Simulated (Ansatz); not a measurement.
Consider the cleavage of the B–Si bond: `NB(F)[SiH2]Cl` + HCl → `NB(F)Cl` + `[SiH3]Cl`.

Program: Ansatz. Geometries: PBE0-D4/def2-TZVP. ΔE: electronic, gas phase. CCSD(T)/CBS is the MP2 limit (def2-TZVPP, def2-QZVPP) plus CCSD(T) − MP2 in def2-TZVPP, frozen cores. This one scheme is used for every species. One conformer a species, not always the lowest.

```csv
species,CCSD(T)/CBS(def2) energy (Eh)
`NB(F)[SiH2]Cl`,-930.70498
HCl,-460.38127
`NB(F)Cl`,-640.42619
`[SiH3]Cl`,-750.69636
```

Q: Work out ΔE.

A: ΔE = (-640.42619) + (-750.69636) − (-930.70498) − (-460.38127) = -0.03630 Eh = -95.3 kJ/mol.

Largest T1 diagnostic among the species: 0.012.

From PBE to PBE0 (25 % exact exchange), in def2-TZVPP and without D4, ΔE moves by −5.5 kJ/mol. The D4 term adds +4.9 kJ/mol with B3LYP and +3.0 kJ/mol with PBE0; it sums over pairs of atoms, weighted by their polarisabilities, and B3LYP, whose exchange is more repulsive, gets the larger term.

B3LYP here is the variant with VWN-RPA as its local correlation; programs differ in this.
